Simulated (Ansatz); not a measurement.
Isolated molecules relaxed with PBE0-D4/def2-TZVP in Ansatz; ΔE leaves out vibrations. CBS: MP2 limit from def2 TZ/QZ plus the TZ coupled-cluster correction, frozen cores. This one scheme is used for every species. For Ge outer-core shells are correlated without core-valence functions, which leaves a few kJ/mol of doubt a bond. Scalar relativity is left out up to krypton. Each species was taken in one conformer, which may not be the lowest.

Reaction (substitution at a C–Ge bond): `C[CH2][GeH]([F])[Cl]` + `BN` → `BNCC` + `[F][GeH2][Cl]`

| level | ΔE (kJ/mol) |
| --- | --- |
| SCS-MP2/def2-TZVPP | 63.9 |
| CCSD(T)/def2-TZVPP | 64.1 |

Problem. What does CCSD(T)/CBS give? (Estimate.)

Solution. Computed: +66.7 kJ/mol. The listed levels differ from it by -2.8, -2.6 kJ/mol.

Largest T1 diagnostic among the species: 0.012.

The D4 term adds +3.6 kJ/mol with B3LYP and +2.1 kJ/mol with PBE0; it sums over pairs of atoms, weighted by their polarisabilities, and B3LYP, whose exchange is more repulsive, gets the larger term. In def2-TZVPP, CCSD(T) changes the Hartree–Fock value by +9.8 kJ/mol (the triples alone add +0.7 kJ/mol) and MP2 by +14.9 kJ/mol.

B3LYP here is the variant with VWN-RPA as its local correlation; programs differ in this.
